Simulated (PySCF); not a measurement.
**State search for NaCd⁺**

Unrestricted PBE0; PySCF, scalar-relativistic core potentials, basis sets Na def2-SVP, Cd def2-SVP with ECP28. Outer shells of the fragments: Na+ closed shells only; Cd 4d10 5s2.

Followed along the bond (rough minima from three points):

| 2Ms+1 | unpaired | ⟨S²⟩ at the start | R at minimum (Å) | Te (eV) |
| --- | --- | --- | --- | --- |
| 1 | none | 0.00 | 3.15 | 0.00 |
| 3 | σ ↑↑ | 2.00 | none in the scan | ≤ 3.19 |

Solutions found at the starting distance of 3.075 Å, counted from the lowest of them; the search is not exhaustive and high or unbound solutions are not listed, so other states can lie among these:

```
2Ms+1  unpaired   term  E (eV)  ⟨S²⟩  ⟨Lz²⟩  μ (D)
    1      none    ¹Σ⁺    0.00  0.00   0.00  -8.73
    3      σ ↑↑    ³Σ⁺    3.35  2.00   0.00  -6.68
    3  σ ↑, π ↑     ³Π    4.34  2.00   1.00  -8.57
    1  σ ↓, π ↑  mixed    4.95  1.00   1.00  -7.99
```

A term symbol is given only where ⟨S²⟩ and ⟨Lz²⟩ are close to those of a pure state; real π, δ and φ orbitals otherwise mix terms. A positive dipole points towards Cd; it is taken about the centre of mass and depends on that origin.

Counting both spins, an empty level lies below a filled one in some of these solutions, because spin and occupation are held.
